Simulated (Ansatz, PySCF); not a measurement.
This Ansatz (a program for electronic structure) input computes a PBE/def2-TZVPD energy:

Ansatz 0.2 input:
```yaml
crystal:
  periodic: [false, false, false]
  atoms:
    - {symbol: Sn, position_ang: [-0.00000000, -0.00000000, -0.26145457]}
    - {symbol: O, position_ang: [0.00000000, 0.00000000, 1.63409107]}
basis:
  gaussian:
    orbitals: def2-TZVPD
hamiltonian:
  xc: {name: PBE}
total_charge: -1
magnetization: {spin_polarized: true, initial_magnetization: 1}
output: {forces: true}
```

Question: Write an input for the same energy in PySCF and say what it gives.

Answer: 
```python
from pyscf import gto, scf, dft

mol = gto.M(
    atom='''
    Sn   -0.00000000   -0.00000000   -0.26145457
    O     0.00000000    0.00000000    1.63409107
    ''',
    basis='def2-tzvpd',
    ecp='def2-tzvp',
    charge=-1,
    spin=1,
    symmetry='C2v',
    verbose=4,
)

mf = dft.UKS(mol, xc='pbe').density_fit(auxbasis='def2-universal-jkfit')
mf.grids.level = 3
mf.conv_tol = 1e-9
mf.max_cycle = 100
mf.max_memory = 1500
mf.kernel()
if not mf.converged:
    mf = mf.newton()
    mf.kernel(mf.make_rdm1())
mf.analyze()
```
It gives -289.50598 Eh, and Ansatz -289.50595 Eh, a difference of 0.03 mEh, from the treatment of integrals and grids.
